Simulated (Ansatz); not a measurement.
The cluster Ge₃O₄⁺. Total charge 1; doublet. Geometry r2SCAN-D4/def2-SVP.

Cartesian coordinates in Å:
```
Ge 0.4339 0.6316 -1.5855
Ge -0.1062 -0.4043 3.5705
Ge -0.7897 -0.9281 0.1097
O 1.1980 1.6038 -2.6338
O 0.7872 -0.9567 -0.7624
O -1.1170 0.6834 -0.6282
O -0.4062 -0.6296 1.9297
```

Another isomer (doublet) lies 1.15 eV lower at PBE0-D4/def2-TZVP; other spin states weren't run for this one.

Task: Estimate the α-spin orbital energies around the gap (eV) in Ansatz with PBE-D4/def2-SVP, PBE-D4/def2-TZVP, BLYP-D4/def2-TZVP, r2SCAN-D4/def2-TZVP, PBE0-D4/def2-SVP.

Result: 
```csv
orbital,PBE-D4/def2-SVP,PBE-D4/def2-TZVP,BLYP-D4/def2-TZVP,r2SCAN-D4/def2-TZVP,PBE0-D4/def2-SVP
HOMO−5,-13.11,-13.16,-13.05,-13.42,-14.40
HOMO−4,-12.19,-12.32,-12.20,-12.70,-13.86
HOMO−3,-11.96,-12.09,-11.97,-12.46,-13.61
HOMO−2,-11.40,-11.42,-11.27,-11.84,-12.70
HOMO−1,-11.05,-11.09,-10.98,-11.32,-12.27
HOMO,-10.75,-10.78,-10.73,-11.01,-12.09
LUMO,-9.11,-9.12,-9.05,-9.08,-8.40
LUMO+1,-9.09,-9.11,-9.03,-9.08,-8.39
LUMO+2,-6.69,-6.72,-6.70,-6.47,-5.58
LUMO+3,-5.84,-5.98,-5.86,-5.69,-5.05
LUMO+4,-5.59,-5.66,-5.62,-5.39,-4.58
LUMO+5,-5.21,-5.37,-5.19,-5.22,-4.40
β HOMO,-10.69,-10.73,-10.67,-10.96,-12.05
β LUMO,-10.21,-10.23,-10.23,-9.97,-9.37
```
